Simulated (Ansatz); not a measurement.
Total energies of C6H5ClF2Hf (`[F][Hf]([F])([Cl])[c]1ccccc1`).

Z-matrix (Å, degrees):
```
Hf
F 1 1.895
Cl 1 2.349 2 113.3
C 1 3.185 2 116.1 3 -97.8
F 1 1.895 2 109.5 3 127.6
C 1 3.118 2 93.5 3 -138.0
C 1 2.190 2 106.1 3 -118.3
C 4 1.387 1 156.2 2 -66.5
H 4 1.086 1 85.2 2 113.5
C 6 1.386 1 159.4 2 124.2
H 6 1.088 1 82.5 2 -55.7
C 8 1.387 4 120.0 1 -0.1
H 8 1.084 4 120.0 1 179.9
H 10 1.084 6 120.1 1 -179.9
H 12 1.084 8 120.0 4 180.0
```

Total charge 0; spin multiplicity 1. Correlated methods include outer-core shells of Hf, which these sets cover unevenly. Hf takes the def2 core potential. All single points use the PBE0-D4/def2-TZVP geometry. It is one conformer, not always the lowest. Basis def2-TZVPP, Ansatz 0.2.0.

RPA on PBE orbitals: Hartree–Fock energy of these orbitals -936.31557 Eh, correlation -2.99020 Eh (frozen core).

| functional | energy without D4 (Eh) | D4 term (kJ/mol) |
| --- | --- | --- |
| LDA (SPW92) | -935.01263 | – |
| PBE | -939.35169 | -45.9 |
| revPBE | -939.83851 | -129.2 |
| BLYP | -939.87707 | -97.9 |
| r2SCAN | -939.79092 | -12.1 |
| B97M-V | -939.84646 | – |
| PBE0 | -939.37276 | -39.5 |
| B3LYP | -940.04573 | -73.5 |
| r2SCANh | -939.74804 | -12.9 |
| r2SCAN0 | -939.68638 | -14.3 |
| HSE06 (plane-wave form) | -939.34296 | -37.1 |
| BHLYP | -939.69087 | -59.1 |
| CAM-B3LYP | -939.80498 | -40.6 |
| LC-ωPBE | -939.61375 | – |
| ωB97X-V | -939.78246 | – |
| ωB97M-V | -939.77177 | – |
| B2PLYP | -939.47254 | – |
| PBE-QIDH | -939.14931 | – |

B3LYP takes the VWN-RPA correlation (the form of Gaussian; ORCA's B3LYP/G). HSE06 is the plane-wave form, built on full-range PBE exchange. The double hybrids freeze the cores in their second-order part.

LC-ωPBE has ω = 0.4 bohr⁻¹.
